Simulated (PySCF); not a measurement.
# AuCl: script and output

Input:

```python
from pyscf import gto, scf, mp

mol = gto.M(
    atom='Au 0 0 0; Cl 0 0 1.975',
    basis='def2-svpd',
    ecp={'Au': 'def2-svpd'},
    charge=0,
    spin=0,
    verbose=4,
)
mf = scf.UHF(mol)
mf.kernel()
mp.MP2(mf, frozen=5).kernel()
mf.dip_moment()
print('orbital energies (hartree):', [e[max(0, n-3):n+3].round(4) for e, n in zip(mf.mo_energy, mol.nelec)])
```

```bash
$ python input.py
```

The log (some set-up lines and the per-cycle HOMO/LUMO lines with their warnings removed):

```
PySCF version 2.14.0

[INPUT] Symbol           X                Y                Z      unit          X                Y                Z       unit  Magmom
[INPUT]  1 Au     0.000000000000   0.000000000000   0.000000000000 AA    0.000000000000   0.000000000000   0.000000000000 Bohr   0.0
[INPUT]  2 Cl     0.000000000000   0.000000000000   1.975000000000 AA    0.000000000000   0.000000000000   3.732209096016 Bohr   0.0

nuclear repulsion = 86.5439185453975
number of shells = 24
number of NR pGTOs = 105
number of NR cGTOs = 62
basis = def2-svpd
ecp = {'Au': 'def2-svpd'}

******** <class 'pyscf.scf.uhf.UHF'> ********
method = UHF
initial guess = minao
damping factor = 0
level_shift factor = 0
DIIS = <class 'pyscf.scf.diis.CDIIS'>
SCF conv_tol = 1e-09
SCF max_cycles = 50
number electrons alpha = 18  beta = 18
init E= -582.7287243505
cycle= 1 E= -593.796046462364  delta_E= -11.1  |g|= 0.887  |ddm|= 7.07
cycle= 2 E= -593.966812171362  delta_E= -0.171  |g|= 0.644  |ddm|= 1.72
cycle= 3 E= -594.121689175838  delta_E= -0.155  |g|= 0.0342  |ddm|= 0.685
cycle= 4 E= -594.122726325042  delta_E= -0.00104  |g|= 0.0111  |ddm|= 0.0684
cycle= 5 E= -594.122921043495  delta_E= -0.000195  |g|= 0.0056  |ddm|= 0.0323
cycle= 6 E= -594.122981206702  delta_E= -6.02e-05  |g|= 0.00202  |ddm|= 0.0199
cycle= 7 E= -594.122994534771  delta_E= -1.33e-05  |g|= 0.00103  |ddm|= 0.00946
cycle= 8 E= -594.122998787862  delta_E= -4.25e-06  |g|= 0.00047  |ddm|= 0.00588
cycle= 9 E= -594.122999913146  delta_E= -1.13e-06  |g|= 0.000205  |ddm|= 0.00361
cycle= 10 E= -594.123000147589  delta_E= -2.34e-07  |g|= 0.000132  |ddm|= 0.00146
cycle= 11 E= -594.123000286156  delta_E= -1.39e-07  |g|= 6.29e-05  |ddm|= 0.00148
cycle= 12 E= -594.123000320059  delta_E= -3.39e-08  |g|= 1.58e-05  |ddm|= 0.000948
cycle= 13 E= -594.123000321259  delta_E= -1.2e-09  |g|= 5.24e-06  |ddm|= 0.000174
cycle= 14 E= -594.123000321305  delta_E= -4.59e-11  |g|= 1.08e-06  |ddm|= 2.85e-05
Extra cycle  E= -594.123000321305  delta_E= 1.14e-13  |g|= 5.48e-07  |ddm|= 2.74e-06
converged SCF energy = -594.123000321305  <S^2> = 2.6147973e-12  2S+1 = 1

******** <class 'pyscf.mp.ump2.UMP2'> ********
nocc = (np.int64(13), np.int64(13)), nmo = (57, 57)
frozen orbitals 5
E(UMP2) = -594.631031776689  E_corr = -0.508031455384246
E(SCS-UMP2) = -594.585162188596  E_corr = -0.462161867290662
E_corr(same-spin) = -0.170164475965885
E_corr(oppo-spin) = -0.337866979418362
Dipole moment(X, Y, Z, Debye): -0.00000,  0.00000, -4.56090
orbital energies (hartree): [array([-0.3974, -0.3973, -0.3973, -0.0091,  0.0884,  0.0884]), array([-0.3974, -0.3973, -0.3973, -0.0091,  0.0884,  0.0884])]
```

In short: E(SCF) = -594.123000 Eh, 14 cycles, E(MP2) − E(SCF) = -0.50803 Eh, μz(SCF) = -4.56 D.

Wall time 2.5 s on one thread of a shared host.

The bond length is a typed value, not an optimised one. No search for the lowest solution was made, and open d or f shells often end in a higher one.
